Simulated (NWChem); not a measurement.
System: C₃H₄BF₂N; SMILES FB1NCC=C1F

NWChem input:

```
start job
memory heap 200 mb stack 900 mb global 1100 mb
geometry units angstroms noautoz
  F      1.905436    -1.038381     0.000000
  B      0.650215    -0.597096     0.000000
  N     -0.498766    -1.401665     0.000000
  C     -1.701756    -0.601252     0.000000
  C     -1.230959     0.821082     0.000000
  C      0.110800     0.872687     0.000000
  F      0.827034     1.990648     0.000000
  H     -0.562132    -2.409449     0.000000
  H     -2.331085    -0.805822    -0.886932
  H     -2.331085    -0.805822     0.886932
  H     -1.917077     1.670595     0.000000
end
basis spherical
  * library def2-svp
end
dft
  xc xpbe96 cpbe96
  iterations 150
  mulliken
end
task dft energy
```

NWChem printed, in part:

```
             Northwest Computational Chemistry Package (NWChem) 7.3.0
             --------------------------------------------------------

 CS  symmetry detected

                             Geometry "geometry" -> ""
                             -------------------------

 Output coordinates in angstroms (scale by  1.889725989 to convert to a.u.)

  No.       Tag          Charge          X              Y              Z
 ---- ---------------- ---------- -------------- -------------- --------------
    1 F                    9.0000     2.15458951     0.21297536     0.00000000
    2 B                    5.0000     0.86892870    -0.12964467     0.00000000
    3 N                    7.0000     0.37296433    -1.44170716     0.00000000
    4 C                    6.0000    -1.07187962    -1.45819574     0.00000000
    5 C                    6.0000    -1.48427012    -0.01784234     0.00000000
    6 C                    6.0000    -0.40481119     0.78074936     0.00000000
    7 F                    9.0000    -0.44294077     2.10791705     0.00000000
    8 H                    1.0000     0.88840544    -2.31001833     0.00000000
    9 H                    1.0000    -1.47656201    -1.98177575    -0.88693200
   10 H                    1.0000    -1.47656201    -1.98177575     0.88693200
   11 H                    1.0000    -2.52974840     0.29744390     0.00000000

 Effective nuclear repulsion energy (a.u.)     280.4984536585

      Symmetry information
      --------------------

 Group name             Cs
 Group number              2
 Group order               2
 No. of unique centers    10

  pbe96 is a nonlocal functional; adding pw91lda local functional.

                                 NWChem DFT Module
                                 -----------------

 Summary of "ao basis" -> "ao basis" (spherical)
 ------------------------------------------------------------------------------
       Tag                 Description            Shells   Functions and Types
 ---------------- ------------------------------  ------  ---------------------
 F                          def2-svp                 6       14   3s2p1d
 B                          def2-svp                 6       14   3s2p1d
 N                          def2-svp                 6       14   3s2p1d
 C                          def2-svp                 6       14   3s2p1d
 H                          def2-svp                 3        5   2s1p

      Symmetry analysis of basis
      --------------------------

        a'         83
        a"         35

            General Information
            -------------------
          SCF calculation type: DFT
          Wavefunction type:  closed shell.
          No. of atoms     :    11
          No. of electrons :    52
           Alpha electrons :    26
            Beta electrons :    26
          Charge           :     0
          Spin multiplicity:     1
          Use of symmetry is: on ; symmetry adaption is: on
          Maximum number of iterations: 150
          AO basis - number of functions:   118
                     number of shells:    54
          Convergence on energy requested:  1.00D-06
          Convergence on density requested:  1.00D-05
          Convergence on gradient requested:  5.00D-04

              XC Information
              --------------
          PerdewBurkeErnzerhof Exchange Functional  1.000
            Perdew 1991 LDA Correlation Functional  1.000 local
           PerdewBurkeErnz. Correlation Functional  1.000 non-local

             Grid Information
             ----------------
          Grid used for XC integration:  medium
          Radial quadrature: Mura-Knowles
          Angular quadrature: Lebedev.
          Tag              B.-S. Rad. Rad. Pts. Rad. Cut. Ang. Pts.
          ---              ---------- --------- --------- ---------
          F                   0.50       49          12.0       434
          B                   0.85       49          10.0       434
          N                   0.65       49          10.0       434
          C                   0.70       49          10.0       434
          H                   0.35       45          11.0       434
          Grid pruning is: on
          Number of quadrature shells:   478
          Spatial weights used:  Erf1

      Superposition of Atomic Density Guess
      -------------------------------------

 Sum of atomic energies:        -392.20474662

      Non-variational initial energy
      ------------------------------

 Total energy =    -395.990875
 1-e energy   =   -1094.681040
 2-e energy   =     418.191712
 HOMO         =      -0.289803
 LUMO         =       0.003244

      Symmetry analysis of molecular orbitals - initial
      -------------------------------------------------

  Numbering of irreducible representations:

     1 a'          2 a"

  Orbital symmetries:

     1 a'          2 a'          3 a'          4 a'          5 a'
     6 a'          7 a'          8 a'          9 a'         10 a'
    11 a'         12 a'         13 a'         14 a'         15 a'
    16 a"         17 a'         18 a"         19 a'         20 a'
    21 a"         22 a'         23 a'         24 a'         25 a"
    26 a"         27 a"         28 a'         29 a'         30 a'
    31 a"         32 a'         33 a"         34 a'         35 a'
    36 a'

     ---------------------------------------------
      Total Density - Mulliken Population Analysis
     ---------------------------------------------

    Atom       Charge   Shell Charges
 -----------   ------   -------------------------------------------------------
    1 F    9     9.36   1.99  1.15  0.72  3.50  1.99  0.00
    2 B    5     4.54   1.99  0.83  0.13  1.23  0.21  0.17
    3 N    7     7.49   1.99  1.02  0.41  2.56  1.50  0.01
    4 C    6     5.85   1.99  0.94  0.11  1.89  0.88  0.05
    5 C    6     6.29   1.99  0.98  0.34  2.01  0.94  0.03
    6 C    6     5.64   1.99  0.94  0.23  1.74  0.67  0.07
    7 F    9     9.37   1.99  1.14  0.77  3.43  2.03  0.01
    8 H    1     0.76   0.60  0.12  0.04
    9 H    1     0.90   0.68  0.20  0.02
   10 H    1     0.90   0.68  0.20  0.02
   11 H    1     0.90   0.66  0.22  0.02

   convergence    iter        energy       DeltaE   RMS-Dens  Diis-err
 ---------------- ----- ----------------- --------- --------- ---------
 d= 0,ls=0.0,diis     1   -395.2478313390 -6.76D+02  1.63D-02  9.71D-01
 d= 0,ls=0.0,diis     2   -395.1426653704  1.05D-01  9.30D-03  2.38D+00
 d= 0,ls=0.0,diis     3   -395.3513785958 -2.09D-01  2.06D-03  9.48D-02
 d= 0,ls=0.0,diis     4   -395.3573398699 -5.96D-03  1.01D-03  1.85D-02
 d= 0,ls=0.0,diis     5   -395.3587456785 -1.41D-03  5.07D-04  3.97D-03
  Resetting Diis
 d= 0,ls=0.0,diis     6   -395.3592415786 -4.96D-04  1.29D-04  4.47D-04
 d= 0,ls=0.0,diis     7   -395.3592985519 -5.70D-05  6.41D-05  1.43D-05
 d= 0,ls=0.0,diis     8   -395.3592907839  7.77D-06  4.68D-05  7.87D-05
 d= 0,ls=0.0,diis     9   -395.3593001611 -9.38D-06  7.19D-06  6.42D-07
 d= 0,ls=0.0,diis    10   -395.3593002244 -6.33D-08  2.36D-06  1.24D-07

         Total DFT energy =     -395.359300224391
      One electron energy =    -1099.536295806708
           Coulomb energy =      472.941745536240
    Exchange-Corr. energy =      -49.263203612431
 Nuclear repulsion energy =      280.498453658508

 Numeric. integr. density =       51.999972031016

                  Occupations of the irreducible representations
                  ----------------------------------------------

                     irrep           alpha         beta
                     --------     --------     --------
                     a'               21.0         21.0
                     a"                5.0          5.0

                       DFT Final Molecular Orbital Analysis
                       ------------------------------------

 Vector   24  Occ=2.000000D+00  E=-2.659858D-01  Symmetry=a'
              MO Center=  2.5D-02,  7.3D-01,  9.2D-16, r^2= 2.8D+00
   Bfn.  Coefficient  Atom+Function         Bfn.  Coefficient  Atom+Function
  ----- ------------  ---------------      ----- ------------  ---------------
    88      0.393116   7 F  px               74      0.342563   6 C  px
    73      0.299304   6 C  s                91     -0.269524   7 F  px
     5      0.242454   1 F  py               19     -0.231844   2 B  py
    59     -0.182031   5 C  s                60     -0.173737   5 C  px
     8     -0.167780   1 F  py               18      0.159442   2 B  px

 Vector   25  Occ=2.000000D+00  E=-2.400559D-01  Symmetry=a"
              MO Center=  1.1D-01, -9.6D-01, -1.1D-16, r^2= 2.8D+00
   Bfn.  Coefficient  Atom+Function         Bfn.  Coefficient  Atom+Function
  ----- ------------  ---------------      ----- ------------  ---------------
    34      0.436270   3 N  pz               37     -0.341522   3 N  pz
    20      0.217116   2 B  pz                6     -0.205957   1 F  pz
   104     -0.198581   9 H  s               109      0.198581  10 H  s
    48      0.172920   4 C  pz                9      0.153569   1 F  pz
    76     -0.149227   6 C  pz               90     -0.147622   7 F  pz

 Vector   26  Occ=2.000000D+00  E=-2.182740D-01  Symmetry=a"
              MO Center= -7.5D-01,  1.4D-01,  2.2D-16, r^2= 2.5D+00
   Bfn.  Coefficient  Atom+Function         Bfn.  Coefficient  Atom+Function
  ----- ------------  ---------------      ----- ------------  ---------------
    62      0.403849   5 C  pz               76      0.318047   6 C  pz
    65      0.306159   5 C  pz               34      0.276345   3 N  pz
    90      0.272156   7 F  pz               37     -0.229828   3 N  pz
    93     -0.204649   7 F  pz               79      0.159993   6 C  pz
   105      0.049561   9 H  s               110     -0.049561  10 H  s

 Vector   27  Occ=0.000000D+00  E=-4.325781D-02  Symmetry=a"
              MO Center= -4.8D-01, -3.1D-02, -2.1D-15, r^2= 3.1D+00
   Bfn.  Coefficient  Atom+Function         Bfn.  Coefficient  Atom+Function
  ----- ------------  ---------------      ----- ------------  ---------------
    65      0.487803   5 C  pz               62      0.397609   5 C  pz
    79     -0.365053   6 C  pz               20      0.329406   2 B  pz
    76     -0.329558   6 C  pz               23     -0.224456   2 B  pz
   105      0.217361   9 H  s               110     -0.217361  10 H  s
    37      0.214687   3 N  pz               34     -0.208353   3 N  pz

 Vector   28  Occ=0.000000D+00  E= 2.880801D-02  Symmetry=a'
              MO Center= -4.2D-01, -2.0D+00, -1.8D-14, r^2= 5.6D+00
   Bfn.  Coefficient  Atom+Function         Bfn.  Coefficient  Atom+Function
  ----- ------------  ---------------      ----- ------------  ---------------
    45      1.660208   4 C  s               100     -0.983313   8 H  s
   105     -0.876134   9 H  s               110     -0.876134  10 H  s
    31      0.730210   3 N  s               115     -0.531941  11 H  s
    73      0.487491   6 C  s                63     -0.336488   5 C  px
    49     -0.329816   4 C  px               17     -0.301669   2 B  s

 Vector   29  Occ=0.000000D+00  E= 5.566559D-02  Symmetry=a'
              MO Center=  2.3D-01, -1.0D-01,  2.8D-14, r^2= 5.9D+00
   Bfn.  Coefficient  Atom+Function         Bfn.  Coefficient  Atom+Function
  ----- ------------  ---------------      ----- ------------  ---------------
    17      1.714469   2 B  s                31     -0.971496   3 N  s
   115     -0.775480  11 H  s                73     -0.594871   6 C  s
    59      0.534908   5 C  s                78      0.489668   6 C  py
    45      0.461660   4 C  s                 3     -0.368008   1 F  s
   100      0.344002   8 H  s                63     -0.294785   5 C  px

     ---------------------------------------------
      Total Density - Mulliken Population Analysis
     ---------------------------------------------

    Atom       Charge   Shell Charges
 -----------   ------   -------------------------------------------------------
    1 F    9     9.07   1.99  1.14  0.71  3.36  1.87  0.01
    2 B    5     5.05   1.98  0.80  0.08  1.65  0.36  0.18
    3 N    7     7.12   1.99  0.99  0.38  2.50  1.25  0.02
    4 C    6     5.84   1.98  0.93 -0.02  2.12  0.77  0.05
    5 C    6     6.19   1.98  0.91  0.36  2.11  0.79  0.03
    6 C    6     5.80   1.98  0.93  0.16  2.03  0.62  0.07
    7 F    9     9.16   1.99  1.14  0.76  3.34  1.92  0.01
    8 H    1     0.88   0.73  0.11  0.05
    9 H    1     0.96   0.74  0.20  0.02
   10 H    1     0.96   0.74  0.20  0.02
   11 H    1     0.99   0.74  0.22  0.02

     -------------------------------------------
      Total Density - Lowdin Population Analysis
     -------------------------------------------

    Atom       Charge   Shell Charges
 -----------   ------   -------------------------------------------------------
    1 F    9     8.94   1.98  0.98  0.70  3.20  2.07  0.01
    2 B    5     5.25   1.96  0.49  0.21  1.51  0.64  0.44
    3 N    7     6.97   1.97  0.69  0.38  2.29  1.60  0.04
    4 C    6     5.96   1.96  0.58  0.28  1.90  1.11  0.12
    5 C    6     6.07   1.97  0.61  0.30  1.93  1.18  0.08
    6 C    6     5.99   1.96  0.62  0.30  1.85  1.08  0.18
    7 F    9     9.03   1.98  1.01  0.72  3.21  2.09  0.01
    8 H    1     0.92   0.59  0.20  0.12
    9 H    1     0.96   0.64  0.26  0.07
   10 H    1     0.96   0.64  0.26  0.07
   11 H    1     0.97   0.62  0.28  0.07

     Multipole analysis of the density
     ---------------------------------

     L   x y z        total         alpha         beta         nuclear
     -   - - -        -----         -----         ----         -------
     0   0 0 0     -0.000000    -26.000000    -26.000000     52.000000

     1   1 0 0     -0.561790     -0.280895     -0.280895      0.000000
     1   0 1 0     -1.200899     -0.600449     -0.600449     -0.000000
     1   0 0 1     -0.000000     -0.000000     -0.000000      0.000000

     2   2 0 0    -28.860073   -158.950065   -158.950065    289.040058
     2   1 1 0     -0.234038     -3.845018     -3.845018      7.455998
     2   1 0 1      0.000000      0.000000      0.000000      0.000000
     2   0 2 0    -26.446361   -164.508811   -164.508811    302.571260
     2   0 1 1     -0.000000     -0.000000     -0.000000      0.000000
     2   0 0 2    -28.859677    -17.239011    -17.239011      5.618344
```

Level: PBE/def2-SVP. All runs use the structure optimised with PBE0/def2-SVP.
